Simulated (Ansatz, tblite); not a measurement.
Forces on Zn3O3H12, a cluster cut from wurtzite ZnO (hydrogen-capped) at its PBE-D4/def2-SVP geometry. The state is a singlet with charge 0.

The xTB rows come from tblite.

GFN1-xTB (tblite), largest force 1.51 eV/Å:

```xyz
18
positions Å, forces eV/Å
O    -1.382    0.753   -1.358   -1.008    0.538   -0.982
Zn   -2.447   -0.719    0.139   -0.534   -0.151    0.031
O    -0.610   -1.341    1.469   -0.433   -0.974    1.064
Zn    0.747    1.646   -1.805    0.164    0.361   -0.390
O     1.994    0.584   -0.113    1.441    0.423   -0.091
Zn    1.699   -0.923    1.668    0.367   -0.199    0.367
H    -1.626    0.369   -2.226    0.286    0.346    0.891
H    -1.927    1.561   -1.259    0.579   -0.811   -0.048
H    -2.990    0.400    1.110    0.016   -0.307   -0.229
H    -2.409   -1.982   -0.803   -0.123    0.275    0.235
H    -0.927   -1.125    2.370    0.329   -0.161   -0.928
H    -0.634   -2.318    1.402    0.045    0.995    0.012
H     0.533    3.000   -1.025    0.087   -0.252   -0.276
H     1.117    0.631   -2.954   -0.054    0.323    0.196
H     2.412    1.350    0.333   -0.477   -0.764   -0.427
H     2.706    0.151   -0.628   -0.761    0.400    0.503
H     2.175   -2.205    0.882   -0.038    0.268    0.270
H     1.570    0.168    2.799    0.113   -0.309   -0.198
```

GFN2-xTB (tblite), largest force 0.89 eV/Å:

```
O -0.596 0.315 -0.578
Zn -0.171 -0.045 0.013
O -0.253 -0.574 0.627
Zn 0.051 0.118 -0.122
O 0.848 0.250 -0.056
Zn 0.117 -0.061 0.120
H 0.200 0.113 0.463
H 0.331 -0.394 0.050
H 0.083 -0.545 -0.423
H -0.173 0.516 0.427
H 0.174 0.001 -0.487
H 0.052 0.508 -0.072
H 0.143 -0.496 -0.464
H -0.115 0.555 0.395
H -0.315 -0.368 -0.178
H -0.439 0.144 0.227
H -0.104 0.509 0.456
H 0.168 -0.545 -0.396
```

PBE0-D4/def2-TZVP (Ansatz), largest force 1.04 eV/Å:

```
O -0.697 0.371 -0.679
Zn -0.173 -0.048 0.013
O -0.299 -0.673 0.735
Zn 0.051 0.120 -0.126
O 0.995 0.292 -0.064
Zn 0.120 -0.062 0.121
H 0.228 0.196 0.611
H 0.415 -0.539 0.015
H 0.023 -0.064 -0.054
H -0.006 0.067 0.050
H 0.228 -0.057 -0.639
H 0.048 0.676 -0.041
H 0.014 -0.070 -0.048
H -0.018 0.057 0.059
H -0.369 -0.504 -0.266
H -0.549 0.234 0.324
H -0.024 0.067 0.045
H 0.012 -0.062 -0.058
```
